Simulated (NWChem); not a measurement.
System: C₂H₈OSi₃; SMILES [SiH3]C1[SiH2]O[SiH2]C=1

The following NWChem deck was run.

```
start job
memory heap 200 mb stack 900 mb global 1100 mb
geometry units angstroms noautoz
  Si    -0.242329    -2.598300     0.000000
  C     -0.141295    -0.724197     0.000000
  C     -1.246695     0.062961     0.000000
  Si    -0.889330     1.915963     0.000000
  O      0.785329     1.856710     0.000000
  Si     1.439434     0.312619     0.000000
  H      0.444196    -3.156048    -1.206474
  H     -1.673701    -3.028122     0.000000
  H      0.444196    -3.156048     1.206474
  H     -2.255210    -0.376274     0.000000
  H     -1.406083     2.614915     1.212831
  H     -1.406083     2.614915    -1.212831
  H      2.278750     0.085687    -1.212709
  H      2.278750     0.085687     1.212709
end
basis spherical
  Si library cc-pvtz
  C library cc-pvtz
  O library cc-pvtz
  H library cc-pvtz
end
dft
  xc hfexch
  iterations 150
  semidirect filesize 400000000
  mulliken
end
task dft energy
```

Output (shortened):

```
             Northwest Computational Chemistry Package (NWChem) 7.3.0
             --------------------------------------------------------

 CS  symmetry detected

                             Geometry "geometry" -> ""
                             -------------------------

 Output coordinates in angstroms (scale by  1.889725989 to convert to a.u.)

  No.       Tag          Charge          X              Y              Z
 ---- ---------------- ---------- -------------- -------------- --------------
    1 Si                  14.0000    -0.23553524    -2.62016367     0.00000000
    2 C                    6.0000    -0.14926361    -0.74532310     0.00000000
    3 C                    6.0000    -1.26082849     0.03310506     0.00000000
    4 Si                  14.0000    -0.91806763     1.88886398     0.00000000
    5 O                    8.0000     0.75700608     1.84280136     0.00000000
    6 Si                  14.0000     1.42325107     0.30390956     0.00000000
    7 H                    1.0000     0.45536094    -3.17248774    -1.20647400
    8 H                    1.0000    -1.66347785    -3.06124491     0.00000000
    9 H                    1.0000     0.45536094    -3.17248774     1.20647400
   10 H                    1.0000    -2.26585308    -0.41405874     0.00000000
   11 H                    1.0000    -1.44030910     2.58372468     1.21283100
   12 H                    1.0000    -1.44030910     2.58372468    -1.21283100
   13 H                    1.0000     2.26432821     0.08359451    -1.21270900
   14 H                    1.0000     2.26432821     0.08359451     1.21270900

 Effective nuclear repulsion energy (a.u.)     423.7288313528

      Symmetry information
      --------------------

 Group name             Cs
 Group number              2
 Group order               2
 No. of unique centers    11

  xc_inp: hfexch multiplicative factor not found.

                                 NWChem DFT Module
                                 -----------------

 Summary of "ao basis" -> "ao basis" (spherical)
 ------------------------------------------------------------------------------
       Tag                 Description            Shells   Functions and Types
 ---------------- ------------------------------  ------  ---------------------
 Si                         cc-pvtz                 12       34   5s4p2d1f
 C                          cc-pvtz                 10       30   4s3p2d1f
 O                          cc-pvtz                 10       30   4s3p2d1f
 H                          cc-pvtz                  6       14   3s2p1d

      Symmetry analysis of basis
      --------------------------

        a'        191
        a"        113

            General Information
            -------------------
          SCF calculation type: DFT
          Wavefunction type:  closed shell.
          No. of atoms     :    14
          No. of electrons :    70
           Alpha electrons :    35
            Beta electrons :    35
          Charge           :     0
          Spin multiplicity:     1
          Use of symmetry is: on ; symmetry adaption is: on
          Maximum number of iterations: 150
          AO basis - number of functions:   304
                     number of shells:   114
          Convergence on energy requested:  1.00D-06
          Convergence on density requested:  1.00D-05
          Convergence on gradient requested:  5.00D-04

              XC Information
              --------------
                     Hartree-Fock (Exact) Exchange  1.000

      Superposition of Atomic Density Guess
      -------------------------------------

 Sum of atomic energies:       -1020.64302852

      Non-variational initial energy
      ------------------------------

 Total energy =   -1023.416849
 1-e energy   =   -2253.642972
 2-e energy   =     806.497292
 HOMO         =      -0.302094
 LUMO         =      -0.044463

      Symmetry analysis of molecular orbitals - initial
      -------------------------------------------------

  Numbering of irreducible representations:

     1 a'          2 a"

  Orbital symmetries:

     1 a'          2 a'          3 a'          4 a'          5 a'
     6 a'          7 a'          8 a'          9 a'         10 a'
    11 a'         12 a'         13 a'         14 a"         15 a"
    16 a'         17 a'         18 a"         19 a'         20 a'
    21 a'         22 a'         23 a'         24 a'         25 a'
    26 a"         27 a'         28 a'         29 a'         30 a"
    31 a"         32 a"         33 a'         34 a"         35 a'
    36 a"         37 a'         38 a'         39 a'         40 a'
    41 a'         42 a"         43 a'         44 a'         45 a'

------------------------------------------------------------
EAF file 0: "./job.aoints.0" size=2134900736 bytes
------------------------------------------------------------
               write      read    awrite     aread      wait
               -----      ----    ------     -----      ----
     calls:     4072         0         0         0         0
   data(b): 2.13e+09  0.00e+00  0.00e+00  0.00e+00
   time(s): 0.00e+00  0.00e+00  0.00e+00  0.00e+00  0.00e+00
rate(mb/s): 0.00e+00  0.00e+00
------------------------------------------------------------

     ---------------------------------------------
      Total Density - Mulliken Population Analysis
     ---------------------------------------------

    Atom       Charge   Shell Charges
 -----------   ------   -------------------------------------------------------
    1 Si  14    13.81   2.00  1.93  0.88  0.15  0.32  5.49  1.52  0.58  0.68  0.14  0.09  0.02
    2 C    6     6.26   1.95  0.91  0.19  0.27  0.78  1.57  0.51  0.01  0.06  0.01
    3 C    6     6.34   1.95  0.90  0.19  0.37  0.76  1.49  0.59  0.01  0.06  0.01
    4 Si  14    13.42   2.00  1.93  0.84  0.14  0.29  5.49  1.31  0.57  0.46  0.17  0.15  0.06
    5 O    8     8.73   1.95  1.04  0.24  0.50  1.38  2.41  1.18  0.00  0.01  0.00
    6 Si  14    13.44   2.00  1.93  0.84  0.14  0.29  5.49  1.31  0.57  0.46  0.18  0.15  0.06
    7 H    1     1.03   0.23  0.51  0.27  0.00  0.01  0.00
    8 H    1     1.02   0.23  0.51  0.27  0.00  0.01  0.00
    9 H    1     1.03   0.23  0.51  0.27  0.00  0.01  0.00
   10 H    1     0.81   0.24  0.41  0.14  0.01  0.01  0.00
   11 H    1     1.04   0.23  0.52  0.28  0.00  0.01  0.00
   12 H    1     1.04   0.23  0.52  0.28  0.00  0.01  0.00
   13 H    1     1.03   0.23  0.51  0.28  0.00  0.01  0.00
   14 H    1     1.03   0.23  0.51  0.28  0.00  0.01  0.00

   convergence    iter        energy       DeltaE   RMS-Dens  Diis-err
 ---------------- ----- ----------------- --------- --------- ---------
 d= 0,ls=0.0,diis     1  -1022.1140567310 -1.45D+03  1.77D-03  7.23D-01
 d= 0,ls=0.0,diis     2  -1022.2030799510 -8.90D-02  6.58D-04  2.52D-01
 d= 0,ls=0.0,diis     3  -1022.2269972078 -2.39D-02  3.20D-04  1.43D-02
 d= 0,ls=0.0,diis     4  -1022.2295429319 -2.55D-03  4.83D-05  4.20D-04
 d= 0,ls=0.0,diis     5  -1022.2296215742 -7.86D-05  1.80D-05  3.82D-05
  Resetting Diis
 d= 0,ls=0.0,diis     6  -1022.2296298423 -8.27D-06  5.66D-06  2.39D-06
 d= 0,ls=0.0,diis     7  -1022.2296305776 -7.35D-07  1.27D-06  1.76D-07

         Total DFT energy =    -1022.229630577623
      One electron energy =    -2258.229996670578
           Coulomb energy =      895.039964390305
    Exchange-Corr. energy =      -82.768429650160
 Nuclear repulsion energy =      423.728831352809

 Numeric. integr. density =        0.000000000000

                  Occupations of the irreducible representations
                  ----------------------------------------------

                     irrep           alpha         beta
                     --------     --------     --------
                     a'               27.0         27.0
                     a"                8.0          8.0

                       DFT Final Molecular Orbital Analysis
                       ------------------------------------

 Vector   33  Occ=2.000000D+00  E=-4.512286D-01  Symmetry=a"
              MO Center=  5.0D-01,  1.0D+00,  1.6D-14, r^2= 5.6D+00
   Bfn.  Coefficient  Atom+Function         Bfn.  Coefficient  Atom+Function
  ----- ------------  ---------------      ----- ------------  ---------------
   138      0.266127   5 O  pz              141      0.223107   5 O  pz
   135      0.204840   5 O  pz              169     -0.176246   6 Si pz
   105     -0.156613   4 Si pz              278      0.127827  13 H  s
   292     -0.127827  14 H  s               250     -0.116134  11 H  s
   264      0.116134  12 H  s               279      0.106711  13 H  s

 Vector   34  Occ=2.000000D+00  E=-4.060499D-01  Symmetry=a'
              MO Center= -3.7D-01, -3.8D-01, -4.0D-15, r^2= 4.0D+00
   Bfn.  Coefficient  Atom+Function         Bfn.  Coefficient  Atom+Function
  ----- ------------  ---------------      ----- ------------  ---------------
    10      0.235010   1 Si py               43     -0.221238   2 C  py
   104     -0.210130   4 Si py              167      0.205177   6 Si px
    40     -0.167134   2 C  py               73      0.161625   3 C  py
   236     -0.122713  10 H  s                70      0.121008   3 C  py
    42     -0.118949   2 C  px              237     -0.109528  10 H  s

 Vector   35  Occ=2.000000D+00  E=-3.861156D-01  Symmetry=a"
              MO Center= -4.7D-01, -3.0D-01, -1.4D-15, r^2= 3.5D+00
   Bfn.  Coefficient  Atom+Function         Bfn.  Coefficient  Atom+Function
  ----- ------------  ---------------      ----- ------------  ---------------
    44      0.249786   2 C  pz               74      0.247924   3 C  pz
    77      0.205255   3 C  pz               47      0.189087   2 C  pz
    71      0.177498   3 C  pz               41      0.175724   2 C  pz
   195      0.067425   7 H  s               223     -0.067425   9 H  s
   250     -0.066066  11 H  s               264      0.066066  12 H  s

[...]
```

Level: Hartree-Fock/cc-pVTZ. All runs use the structure optimised with PBE0/def2-SVP.
